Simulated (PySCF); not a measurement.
CdCl, SMILES [Cl][Cd] (connectivity only; charge and spin as stated), neutral, multiplicity 2.

Geometry: r2SCAN-D4/def2-TZVPD. The multiplicity is an assumed one; other spin states were not compared. The def2 effective core potentials stand for the cores of Cd; spin–orbit coupling is left out.

Level of theory: C-PCM-PBE0/def2-TZVPD (PySCF).

The values are the electrostatic part of the solvation free energy, E(continuum) − E(gas) at the gas-phase geometry, in a cavity of scaled van der Waals radii (PySCF's table); cavitation and dispersion terms are not included. A continuum can't describe solvent molecules that bind to the metal. The dipole moment in vacuum is 3.62 D.

```json
[
 {"solvent": "water", "ε": "78.36", "ΔG(elec) (kcal/mol)": "-13.6", "dipole (D)": "5.89"},
 {"solvent": "tetrahydrofuran", "ε": "7.43", "ΔG(elec) (kcal/mol)": "…", "dipole (D)": "…"},
 {"solvent": "ethanol", "ε": "24.85", "ΔG(elec) (kcal/mol)": "-13.1", "dipole (D)": "5.80"}
]
```

Task: What belongs in the gaps? (An estimate is asked for; the answer gives what the named calculation found.)

Result: 
- tetrahydrofuran, ΔG(elec) (kcal/mol): -11.4
- tetrahydrofuran, dipole (D): 5.51
